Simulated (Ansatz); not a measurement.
In₅Sn₅⁻, relaxed as a singlet with RKS PBE-D4/def2-SVP in Ansatz, starting from packed atoms. Force threshold 0.03 eV/Å.

In the def2 sets In, Sn take a core potential; there is no spin–orbit coupling. Another isomer (singlet) lies 0.26 eV lower at PBE0-D4/def2-SVP; other spin states weren't run for this one.

Start:

Cartesian coordinates in Å:
```
In 2.737 3.673 -1.261
In -2.515 -3.601 0.849
In 1.198 3.135 1.248
In -0.416 1.281 2.682
In 0.695 0.926 -0.162
Sn -1.033 -3.190 -1.634
Sn 0.428 -1.099 -2.144
Sn -2.020 -1.107 2.987
Sn 1.901 1.336 -2.958
Sn -0.974 -1.356 0.393
```

| step | energy (eV) | largest force component (eV/Å) | SCF passes |
| --- | --- | --- | --- |
| 1 | -55037.8942 | 2.710 | 31 |
| 2 | -55038.8335 | 0.846 | 31 |
| 3 | -55039.0819 | 0.474 | 32 |
| 4 | -55039.2319 | 0.201 | 32 |
| 5 | -55039.2961 | 0.276 | 32 |
| 6 | -55039.3495 | 0.204 | 32 |
| 7 | -55039.4149 | 0.134 | 32 |
| 8 | -55039.4800 | 0.188 | 31 |
| 9 | -55039.5374 | 0.213 | 30 |
| 10 | -55039.5943 | 0.163 | 30 |
| 11 | -55039.6609 | 0.174 | 33 |
| 13 | -55039.7885 | 0.203 | 31 |
| 15 | -55039.8571 | 0.070 | 30 |
| 17 | -55039.8852 | 0.118 | 30 |
| 19 | -55039.9428 | 0.140 | 32 |
| 21 | -55040.0205 | 0.128 | 29 |
| 23 | -55040.1028 | 0.104 | 30 |
| 25 | -55040.2061 | 0.148 | 32 |
| 27 | -55040.3248 | 0.162 | 32 |
| 29 | -55040.4968 | 0.208 | 32 |
| 31 | -55040.6960 | 0.195 | 33 |
| 33 | -55040.8764 | 0.228 | 31 |
| 35 | -55041.0565 | 0.113 | 32 |
| 37 | -55041.1392 | 0.154 | 31 |
| 39 | -55041.1523 | 0.099 | 25 |
| 40 | -55041.1548 | 0.021 | 26 |

Force components are those of the run's own axes.

End:

```csv
atom,x (Å),y (Å),z (Å)
In1,1.402,2.417,-1.772
In2,-0.533,-2.540,0.662
In3,2.002,2.950,1.251
In4,0.921,0.032,2.019
In5,-0.801,1.698,0.146
Sn6,-1.368,-2.856,-2.100
Sn7,0.328,-0.544,-1.856
Sn8,-1.959,-0.666,2.396
Sn9,2.710,0.023,-0.220
Sn10,-2.703,-0.515,-0.526
```

Bonds lost: In5–Sn9 (atoms count from 1). Bonds formed: In1–Sn7, In2–In4, In2–Sn7, In3–Sn9, In4–Sn9 (atoms count from 1). Metal–metal contacts that move far: In1–In5 3.60 to 3.01 Å.

No frequencies were taken in this run, so the end may be a saddle point.

It took 6.7 min on 4 threads of Arm Neoverse V1 on a shared host, peak host memory 0.77 GiB.
